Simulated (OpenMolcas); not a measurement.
## Ar⁴⁺: effect of the basis set

```yaml
Program: OpenMolcas 26.06
Method: "SS-CASPT2, IPEA 0.25 Eh, imaginary shift 0.1 Eh (closed shells correlated: 2s 2p 3s)"
Active_space: 2 electrons in 3 orbitals (3p)
State_averaging: 2S+1 = 3 even, 3 roots; 2S+1 = 1 even, 6 roots
Spin-orbit_coupling: RASSI with atomic mean-field integrals over the reference wave functions, term energies averaged over their components
```

A. ANO-RCC-VDZP [4s3p1d], DKH2, point nucleus; CASPT2 step of the order of 0.5 core-seconds
B. ANO-RCC-VTZP [5s4p2d1f], DKH2, point nucleus; CASPT2 step roughly 0.7 core-seconds
C. ANO-L-VTZP [5s4p2d1f], non-relativistic, point nucleus; CASPT2 step about 1 core-seconds
D. ANO-R2 [5s4p3d1f], X2C, finite nucleus; CASPT2 step about 1.1 core-seconds
E. ANO-RCC-VQZP [6s5p3d2f1g], DKH2, point nucleus; CASPT2 step of the order of 0.8 core-seconds
F. ANO-R3 [6s5p4d2f1g], X2C, finite nucleus; CASPT2 step of the order of 1.5 core-seconds

Energies in cm⁻¹ above 3s² 3p² ³P₀, the measured ground level; measured values from Saloman, J. Phys. Chem. Ref. Data 39, 033101 (2010).

| Level | A | B | C | D | E | F | Measured |
| --- | --- | --- | --- | --- | --- | --- | --- |
| 3s² 3p² ³P₀ | 0.0 | 0.0 | 0.0 | 0.0 | 0.0 | 0.0 | 0.0 |
| 3s² 3p² ³P₁ | 714 | 711 | 687 | 714 | 704 | 710 | 763 |
| 3s² 3p² ³P₂ | 1935 | 1918 | 1859 | 1922 | 1894 | 1907 | 2029 |
| 3s² 3p² ¹D₂ | 18080 | 16420 | 16540 | 16330 | 16000 | 15940 | 16299 |
| 3s² 3p² ¹S₀ | 40630 | 38760 | 39090 | 38620 | 38060 | 37910 | 37912 |

Deviations, from unrounded energies. A percentage is the sum of absolute deviations over the sum of measured energies, with the sign that they share, or ± where signs differ.

```
                        Against measurement  Levels     A     B     C     D     E     F
             mean absolute deviation (cm-1)       4  1200   290   420   230   160   140
      fine structure of the ground term (%)       2  -5.1  -5.8  -8.8  -5.6  -7.0  -6.3
other terms of the ground configuration (%)       2  +8.3  +1.8  +2.6  +1.4  ±0.8  -0.7
```

F lies closest to measurement on these levels and A furthest from it. The largest miss of F in the table is 3s² 3p² ¹D₂, by -360 cm-1. The ranking rests on the paired levels alone, and a cruder setting can come out closer through cancelling errors.

The two smallest mean deviations differ by little beside CASPT2's spread within terms, so their order carries little weight.

Among A to F the level of the table that moves most is 3s² 3p² ¹S₀, by 2700 cm-1 (lowest in F, highest in A). Moves below CASPT2's spread within the term are not significant.

CASPT2 breaks the degeneracy within a term, and the mean is taken; among the terms shown or strongly mixed into the levels shown the widest spread is 130 cm-1 (3s² 3p² ¹D, A). With the s shell closed, the reference lacks s² → p² mixing. The basis is small and was not contracted for so high a charge (holds for A). Measured partners are found by configuration, term and J. A level has none where our copy of the source lacks it or the pairing is in doubt (some pairs that miss far off the trend of their configuration count as doubtful), and it then counts in no deviation. Only configurations of the active space appear.
